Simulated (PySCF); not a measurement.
This PySCF input asks for the NMR shieldings of `C(=C\C(C=C)=C)(/F)S(=O)(=O)O`, C6H7FO3S; the geometry comes from GFN2-xTB.

```python
import basis_set_exchange as bse
import numpy as np
from pyscf import gto, dft
from pyscf.prop import nmr

atoms = """
C    -1.270096    2.698073    0.179013
C    -1.416451    1.567837    0.860064
C    -0.964628    0.252058    0.423069
C    -0.999790   -0.805462    1.240928
C    -0.505423    0.100268   -0.958270
C     0.555122   -0.620603   -1.269791
F     0.948249   -0.846223   -2.536058
S     1.689600   -1.431090   -0.125603
O     1.310475   -2.803712    0.013328
O     1.887728   -0.626754    1.027582
O     3.033707   -1.378723   -0.990209
H    -1.616416    3.636984    0.575085
H    -0.791911    2.736545   -0.784991
H    -1.879095    1.586146    1.837281
H    -1.344779   -0.708896    2.255941
H    -0.688916   -1.783642    0.922383
H    -1.076024    0.588663   -1.739810
H     3.119889   -2.155154   -1.548263
"""
names = dict.fromkeys(["C", "F", "S", "O", "H"], "pcSseg-1")
basis = {el: gto.basis.parse(bse.get_basis(n, elements=[el], fmt="nwchem")) for el, n in names.items()}
mol = gto.M(atom=atoms, basis=basis, charge=0, verbose=0)
mf = dft.RKS(mol, xc="PBE0")
mf.grids.level = 2
mf.grids.alignment = dft.numint.BLKSIZE   # the property module wants whole blocks of grid points
mf.conv_tol = 1e-9
mf.kernel()

calc = nmr.RKS(mf)   # GIAO
C = mf.mo_coeff
Co = C[:, mf.mo_occ > 0]
resp = mf.gen_response(singlet=True, hermi=2)
def vind(x):   # induced exchange potential for any number of trial vectors
    d = np.einsum("pi,xij,qj->xpq", C, 2 * x.reshape(-1, C.shape[1], Co.shape[1]), Co, optimize=True)
    return np.einsum("xpq,pi,qj->xij", resp(d - d.transpose(0, 2, 1)), C, Co, optimize=True).ravel()
mo1, _ = nmr.rhf.solve_mo1(calc, with_cphf=vind)
sigma = calc.kernel(mo1)
for i, s in enumerate(sigma):   # ppm
    w = np.linalg.eigvalsh((s + s.T) / 2)
    print("%2d %-2s iso %8.1f  s11 %8.1f  s22 %8.1f  s33 %8.1f" % (i, mol.atom_pure_symbol(i), w.mean(), *w))
```

Problem. What does it print?

Solution. 
```
 0 C  iso     64.3  s11    -42.0  s22     66.6  s33    168.3
 1 C  iso     41.5  s11    -70.3  s22     48.1  s33    146.8
 2 C  iso     44.6  s11    -65.8  s22     44.0  s33    155.7
 3 C  iso     49.0  s11    -50.8  s22     45.6  s33    152.3
 4 C  iso     67.4  s11    -21.7  s22     71.3  s33    152.6
 5 C  iso     20.6  s11    -61.4  s22     55.9  s33     67.4
 6 F  iso    283.0  s11    225.9  s22    305.1  s33    318.0
 7 S  iso    203.2  s11     53.4  s22    163.7  s33    392.4
 8 O  iso     77.7  s11     44.5  s22     82.7  s33    105.7
 9 O  iso    112.1  s11     57.9  s22    105.4  s33    173.2
10 O  iso    144.6  s11     63.1  s22     92.0  s33    278.7
11 H  iso     26.1  s11     24.3  s22     24.9  s33     29.1
12 H  iso     26.2  s11     23.4  s22     24.8  s33     30.5
13 H  iso     24.9  s11     23.2  s22     23.6  s33     28.1
14 H  iso     25.9  s11     23.4  s22     25.6  s33     28.6
15 H  iso     25.1  s11     20.9  s22     24.7  s33     29.8
16 H  iso     24.9  s11     23.2  s22     23.7  s33     27.7
17 H  iso     26.7  s11     21.3  s22     22.5  s33     36.4
```

These numbers come from an equivalent density-fitted implementation of the same equations, which agrees with the script to about 0.01 ppm for H and up to a few tenths of a ppm for heavy atoms, so last digits may differ.

Problem. Turn these shieldings into chemical shifts. δ = σ(ref) − σ, references computed at the same level: $^{13}$C (σref 186.93), $^{1}$H (σref 31.72) against TMS; $^{19}$F (σref 170.95) against CFCl3; $^{33}$S (σref 503.73) vs CS2; $^{17}$O (σref 336.08) against H2O.

Solution. Averaging equivalent atoms: C 5: 166.3; C 1: 145.4; C 2: 142.3; C 3: 137.9; C 0: 122.6; C 4: 119.5; F 6: -112.0; S 7: 301; O 8/9: 241.2; O 10: 191.5; H 16: 6.83; H 13: 6.77; H 15: 6.58; H 14: 5.86; H 11: 5.61; H 12: 5.49; H 17: 4.97 ppm. Unscaled 19F shifts against computed CFCl3 carry errors that often reach 10 to 50 ppm. Experimental scales use liquid or dissolved standards, which lie at an offset from isolated H2O (liquid H2O: subtract about 36 ppm).

Size and cost of the density-fitted run: 229 basis functions, 110 s wall time on 1 thread of an Arm Neoverse N1, shared host; peak memory 1 GiB.
